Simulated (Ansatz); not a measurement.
Ansatz (a program for electronic structure) input:
A basis named .json is the Basis Set Exchange file of that set.

Ansatz 0.2 input:
```yaml
crystal:
  periodic: [false, false, false]
  atoms:
    - {symbol: La, position_ang: [0.11213516, -0.10382619, 0.13943603]}
    - {symbol: O, position_ang: [1.06146195, 0.53346700, -1.54983025]}
    - {symbol: O, position_ang: [-1.86042500, 0.20629463, 0.55634853]}
basis:
  gaussian:
    orbitals: def2-TZVPPD.json
    fitting: {mean_field: def2-universal-jkfit, correlation: def2-TZVPPD-RIFIT.json}
total_charge: 1
magnetization: {spin_polarized: true, initial_magnetization: 2}
correlation: {method: mp2, electrons: outside_noble_gas}
```

Problem. Predict the final energy.

Solution. -181.12878 Eh (RI-MP2/def2-TZVPPD). The basis has 139 functions.

This state (charge 1, triplet) is run at the relaxed geometry of the species with charge 0 and multiplicity 2.
